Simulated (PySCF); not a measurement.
From PBE to CCSD(T): MBi along the third period

PBE and CCSD(T) in PySCF with def2-SVPD on every atom (core potentials on Bi), for the lowest determinant that a PBE0 search found; no spin–orbit coupling.

```tsv
molecule	state (unpaired electrons)	PBE Re (Å)	PBE ωe (cm⁻¹)	PBE De (eV)	CCSD(T) Re (Å)	CCSD(T) ωe (cm⁻¹)	CCSD(T) De (eV)
NaBi	triplet (π ↑↑)	3.007	182	1.24	3.061	177	0.87
MgBi	quartet (σ ↑, π ↑↑)	2.978	180	0.63	3.066	140	0.19
AlBi	triplet (π ↑↑)	2.853	231	1.91	?	?	?
SiBi	doublet (π ↑)	2.497	367	2.89	2.510	353	2.01
BiCl	triplet (π ↑↑)	2.503	319	3.25	2.517	318	2.56
```

Estimate the CCSD(T) values of AlBi by adding the mean shift from PBE to CCSD(T) of the other rows, and compare with the calculation.

The mean shifts are +4.2 pm, -15 cm⁻¹ and -0.60 eV, which give 2.895 Å, 216 cm⁻¹ and 1.31 eV. CCSD(T)/def2-SVPD gives Re = 2.851 Å, ωe = 228 cm⁻¹, De = 1.35 eV.

What are the mean differences of PBE from CCSD(T) over the whole series?

Re -3.3 pm, ωe +13 cm⁻¹, De +0.59 eV.

In a basis of this size CCSD(T) is itself not converged; it tends to give bonds that are too long and too weak.

Correlated steps freeze the inner cores (5 to 9 orbitals); shallow outer-core shells are correlated. UHF and ROHF references stand side by side, which adds small steps between rows. Weak bonds: MgBi. Basis-set superposition, not corrected here, can be much of De in a small basis, most of all at correlated wavefunction levels. Functionals without a dispersion term scatter widely for such bonds, and LDA overbinds them. These are scalar-relativistic numbers at best; spin–orbit coupling would shift them, the dissociation energy most. States were picked by a PBE0 search and need not be the measured ground states.
